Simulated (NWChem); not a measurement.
Molecule: CH$_{3}$Cl$_{2}$OSb; SMILES [Cl][Sb]([Cl])[O]C

```xyz
8

Sb     0.1540     0.6765     0.0000
Cl     0.8033    -0.7669    -1.7766
Cl     0.8033    -0.7669     1.7766
O     -1.7599     0.2568     0.0000
C     -2.2897    -1.0481     0.0000
H     -1.9805    -1.6150     0.8953
H     -1.9805    -1.6150    -0.8953
H     -3.3873    -0.9632     0.0000
```
Atoms are numbered in this order, from 1.

Program: NWChem. Structure relaxed at the PBE0/def2-SVP level. No frequency run checked for a minimum. def2 effective core potentials on Sb; no spin-orbit coupling. Ions are spin-unrestricted doublets at the neutral geometry; other ion states weren't tried.

For level PBE0/def2-SVP:

```yaml
"−ε(HOMO) (eV)": 8.34
```

### Question
What are these values for level PBE/def2-SVP?

### Answer
The −ε(HOMO) (eV) comes out as 6.71.
